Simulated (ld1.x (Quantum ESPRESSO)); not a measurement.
An all-electron radial function and its pseudo partner (P (Z = 15))

Columns: radius, all-electron u(r) and pseudo u(r) of the 3s shell (level -13.97 eV) of phosphorus in the configuration [Ne] 3s2 3p3; PBE, scalar-relativistic, TM scheme, ld1.x (Quantum ESPRESSO) 7.5.

```json
{"r (bohr)": "0.085", "all-electron": "0.1565", "pseudo": "0.0278"}
{"r (bohr)": "0.170", "all-electron": "-0.1009", "pseudo": "0.0565"}
{"r (bohr)": "0.255", "all-electron": "-0.3025", "pseudo": "0.0870"}
{"r (bohr)": "0.340", "all-electron": "-0.3743", "pseudo": "0.1202"}
{"r (bohr)": "0.425", "all-electron": "-0.3400", "pseudo": "0.1571"}
{"r (bohr)": "0.510", "all-electron": "-0.2385", "pseudo": "0.1987"}
{"r (bohr)": "0.595", "all-electron": "-0.1026", "pseudo": "0.2456"}
{"r (bohr)": "0.680", "all-electron": "0.0448", "pseudo": "0.2985"}
{"r (bohr)": "0.765", "all-electron": "0.1891", "pseudo": "0.3572"}
{"r (bohr)": "0.850", "all-electron": "0.3215", "pseudo": "0.4210"}
{"r (bohr)": "0.935", "all-electron": "0.4377", "pseudo": "0.4879"}
{"r (bohr)": "1.020", "all-electron": "0.5359", "pseudo": "0.5552"}
{"r (bohr)": "1.105", "all-electron": "0.6163", "pseudo": "0.6194"}
{"r (bohr)": "1.190", "all-electron": "0.6799", "pseudo": "0.6766"}
{"r (bohr)": "1.275", "all-electron": "0.7278", "pseudo": "0.7238"}
{"r (bohr)": "1.360", "all-electron": "0.7613", "pseudo": "0.7588"}
{"r (bohr)": "1.445", "all-electron": "0.7821", "pseudo": "0.7811"}
{"r (bohr)": "1.530", "all-electron": "0.7918", "pseudo": "0.7916"}
{"r (bohr)": "1.615", "all-electron": "0.7922", "pseudo": "0.7922"}
{"r (bohr)": "1.700", "all-electron": "0.7847", "pseudo": "0.7847"}
{"r (bohr)": "1.785", "all-electron": "0.7708", "pseudo": "0.7708"}
{"r (bohr)": "1.870", "all-electron": "0.7518", "pseudo": "0.7518"}
{"r (bohr)": "1.955", "all-electron": "0.7288", "pseudo": "0.7288"}
{"r (bohr)": "2.040", "all-electron": "0.7027", "pseudo": "0.7027"}
{"r (bohr)": "2.125", "all-electron": "0.6746", "pseudo": "0.6746"}
{"r (bohr)": "2.210", "all-electron": "0.6449", "pseudo": "0.6449"}
```

**Question.** How many radial nodes do the two functions have?

**Answer.** The all-electron 3s function has n − l − 1 = 2; the pseudo-wave has 0, since the states of the same l below it are removed with the core.

**Question.** At about which radius was the pseudo-wave matched?

**Answer.** 1.70 bohr. The columns agree to 0.0005 from 1.53 bohr on; several derivatives are matched, so the curves merge somewhat inside the radius.

**Question.** Where does each function peak?

**Answer.** Outermost all-electron maximum near 1.61 bohr, pseudo maximum near 1.61 bohr (to the table’s step).

**Question.** Is the pseudo-wave norm-conserving?

**Answer.** Yes: the TM scheme keeps the norm inside the radius equal to the all-electron one, which fixes the energy derivative of the logarithmic derivative at the level.
